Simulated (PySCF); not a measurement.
C4H6B2.
Atom-mapped SMILES: `[BH:1]1[CH:2]=[CH:3][BH:4][CH:5]=[CH:6]1` (hydrogens: H7 on B1; H8 on C2; H9 on C3; H10 on B4; H11 on C5; H12 on C6)

The closed-shell ground state was solved at several levels (PySCF, density fitting, gas phase, non-relativistic). Isolated species at its PBE0-D3(BJ)/def2-SVP geometry (one conformer only).

```csv
level,basis functions,HOMO (eV),LUMO (eV),gap (eV),dipole (D)
PBE0/pcSseg-1,132,-7.71,-3.51,4.20,0.24
B97-2/pcSseg-2,300,-7.43,-3.46,3.97,0.26
B3LYP/pcJ-1,222,-7.45,-3.65,3.80,0.26
```

Task: Estimate the row for PBE0/def2-SVPD, a basis of 168 functions; the other rows only guide the guess.

Result: HOMO -7.71 eV, LUMO -3.49 eV, gap 4.22 eV, dipole 0.26 D.

Task: Over all these levels, which gives the widest orbital gap and which the narrowest?

Result: PBE0/def2-SVPD (global hybrid, 25 % exact exchange) has the widest, 4.22 eV, and B3LYP/pcJ-1 (global hybrid, 20 % exact exchange) the narrowest, 3.80 eV. Functional and basis both differ between the two, so the spread mixes both effects.

Task: How far do the dipole and the HOMO energy spread over the levels?

Result: The dipole runs from 0.24 to 0.26 D (mean 0.26 D) and the HOMO from -7.71 to -7.43 eV.
